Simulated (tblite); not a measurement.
Species: C₆H₁₀O.
Atom-mapped SMILES: `[CH3:1][C@@H:2]1[CH:3]=[CH:4][O:5][C@H:6]1[CH3:7]` (hydrogens: H8, H9, H10 on C1; H11 on C2; H12 on C3; H13 on C4; H14 on C6; H15, H16, H17 on C7)

Computed with GFN2-xTB (tblite), gas phase: L-BFGS steps from a force-field or distance-geometry start until the largest atomic force falls under 0.01 eV/Å.

The end geometry, which sets the zero of energy:
```
atom  x, y, z in Å
C1     -1.0466   -1.6348   -0.3347
C2     -0.4671   -0.3940    0.3440
C3     -1.4028    0.7838    0.2819
C4     -0.8309    1.7535   -0.4158
O5      0.4162    1.4730   -0.8712
C6      0.7761    0.1709   -0.3878
C7      1.9988    0.2876    0.5151
H8     -0.3217   -2.4464   -0.3254
H9     -1.3083   -1.4119   -1.3669
H10    -1.9430   -1.9644    0.1858
H11    -0.2185   -0.6456    1.3810
H12    -2.3770    0.7930    0.7258
H13    -1.1992    2.7289   -0.6787
H14     1.0282   -0.4379   -1.2649
H15     2.8130    0.7640   -0.0248
H16     2.3158   -0.7002    0.8395
H17     1.7600    0.8924    1.3872
```

Problem. These geometries come from the run, each turned onto the end geometry. Order them by energy, lowest first.
A.
```
atom  x, y, z in Å
C1     -0.9066   -1.6535   -0.2084
C2     -0.5187   -0.2882    0.3396
C3     -1.5041    0.7724    0.0933
C4     -0.8772    1.8484   -0.3908
O5      0.4850    1.7131   -0.5367
C6      0.7145    0.2957   -0.3662
C7      2.0044    0.1060    0.4243
H8     -0.1085   -2.3773   -0.0509
H9     -1.1246   -1.6055   -1.2800
H10    -1.8187   -2.0256    0.2982
H11    -0.3559   -0.3790    1.4295
H12    -2.5719    0.7188    0.3136
H13    -1.2799    2.8143   -0.6116
H14     0.8513   -0.1382   -1.3673
H15     2.8452    0.5647   -0.0998
H16     2.2143   -0.9573    0.5976
H17     1.9444    0.6032    1.4057
```
B.
```
atom  x, y, z in Å
C1     -0.9146   -1.6645   -0.2125
C2     -0.5184   -0.3009    0.3373
C3     -1.5236    0.7963    0.0919
C4     -0.8852    1.8627   -0.3685
O5      0.4498    1.6901   -0.5606
C6      0.7302    0.2972   -0.3480
C7      2.0187    0.1188    0.4383
H8     -0.1131   -2.3837   -0.0525
H9     -1.1219   -1.6012   -1.2787
H10    -1.8068   -2.0248    0.2947
H11    -0.3435   -0.3974    1.4171
H12    -2.5674    0.7133    0.3151
H13    -1.2613    2.8381   -0.6249
H14     0.8502   -0.1477   -1.3472
H15     2.8553    0.5554   -0.1043
H16     2.2115   -0.9429    0.5834
H17     1.9332    0.6028    1.4096
```
C.
```
atom  x, y, z in Å
C1     -1.0051   -1.6495   -0.2985
C2     -0.4880   -0.3636    0.3416
C3     -1.4387    0.8012    0.2389
C4     -0.8379    1.7911   -0.4067
O5      0.4288    1.5288   -0.8141
C6      0.7563    0.1991   -0.3902
C7      1.9953    0.2397    0.4946
H8     -0.2510   -2.4306   -0.2301
H9     -1.2377   -1.4878   -1.3472
H10    -1.9065   -1.9974    0.1978
H11    -0.2532   -0.5740    1.3916
H12    -2.4248    0.8087    0.6585
H13    -1.1944    2.7687   -0.6775
H14     0.9608   -0.3757   -1.3038
H15     2.8064    0.7548   -0.0138
H16     2.3087   -0.7734    0.7308
H17     1.7740    0.7719    1.4181
```
D.
```
atom  x, y, z in Å
C1     -1.0242   -1.6462   -0.3139
C2     -0.4811   -0.3751    0.3401
C3     -1.4194    0.7992    0.2572
C4     -0.8334    1.7788   -0.4149
O5      0.4237    1.5056   -0.8421
C6      0.7635    0.1873   -0.3923
C7      1.9950    0.2596    0.5042
H8     -0.2774   -2.4373   -0.2531
H9     -1.2669   -1.4622   -1.3589
H10    -1.9258   -1.9796    0.1950
H11    -0.2336   -0.6040    1.3839
H12    -2.3981    0.8038    0.6879
H13    -1.1962    2.7553   -0.6802
H14     0.9892   -0.4056   -1.2897
H15     2.8006    0.7801   -0.0097
H16     2.3195   -0.7475    0.7569
H17     1.7577    0.7998    1.4200
```
E.
```
atom  x, y, z in Å
C1     -0.9721   -1.6587   -0.2782
C2     -0.5100   -0.3395    0.3385
C3     -1.4738    0.8114    0.1968
C4     -0.8585    1.8185   -0.4056
O5      0.4295    1.5750   -0.7572
C6      0.7418    0.2263   -0.3789
C7      2.0022    0.1961    0.4779
H8     -0.1886   -2.4073   -0.1686
H9     -1.1846   -1.5331   -1.3385
H10    -1.8661   -2.0220    0.2223
H11    -0.2943   -0.5083    1.4019
H12    -2.4745    0.8050    0.5782
H13    -1.2154    2.8051   -0.6457
H14     0.9318   -0.3259   -1.3102
H15     2.8180    0.6953   -0.0416
H16     2.2859   -0.8364    0.6792
H17     1.8217    0.7106    1.4198
```

Solution. D (0.005 eV), C (0.008 eV), E (0.014 eV), B (0.039 eV), A (0.136 eV).

In the order of the answer:

```json
{"step": "35", "E above end (eV)": "0.005", "largest force (eV/Å)": "0.08", "rms force component (eV/Å)": "0.028", "rms distance from end (Å)": "0.052", "rms bond change (Å)": "0.001", "bond most changed (Å)": "C6–H14 +0.002"}
{"step": "32", "E above end (eV)": "0.008", "largest force (eV/Å)": "0.09", "rms force component (eV/Å)": "0.029", "rms distance from end (Å)": "0.079", "rms bond change (Å)": "0.001", "bond most changed (Å)": "C1–C2 -0.002"}
{"step": "26", "E above end (eV)": "0.014", "largest force (eV/Å)": "0.09", "rms force component (eV/Å)": "0.029", "rms distance from end (Å)": "0.139", "rms bond change (Å)": "0.001", "bond most changed (Å)": "C7–H16 +0.003"}
{"step": "7", "E above end (eV)": "0.039", "largest force (eV/Å)": "0.08", "rms force component (eV/Å)": "0.026", "rms distance from end (Å)": "0.274", "rms bond change (Å)": "0.003", "bond most changed (Å)": "C1–C2 -0.006"}
{"step": "0", "E above end (eV)": "0.136", "largest force (eV/Å)": "1.75", "rms force component (eV/Å)": "0.417", "rms distance from end (Å)": "0.280", "rms bond change (Å)": "0.015", "bond most changed (Å)": "C2–C3 -0.037"}
```

What follows is the cost of the whole relaxation. Hardware: one thread of an Intel Xeon Platinum 8488C, shared host with 192 logical CPUs at a one-minute load of 33. Cost: 0.32 s of wall time.
